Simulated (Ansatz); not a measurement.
C2H10O2Si2, SMILES CO[Si@@H](O)C[SiH3].

The structure is a stationary point at B3LYP-D3(BJ)/def2-SVP. The structure was generated by enumeration; whether it is a known compound was not checked. Other conformers were not sampled.

Two levels are set side by side: PBE/def2-SVPD (Ansatz, an electronic-structure program) and PBE0/def2-SVPD (Ansatz). Energy differences of separate SCF runs at the same geometry; the states with an electron removed or added have multiplicity 2 and 2. Differences are taken from unrounded values.

```tsv
quantity	PBE0	PBE	PBE minus PBE0
vertical ionisation energy (eV)	10.15	9.58	-0.57
vertical singlet–triplet gap (eV)	7.27	6.48	-0.79
```
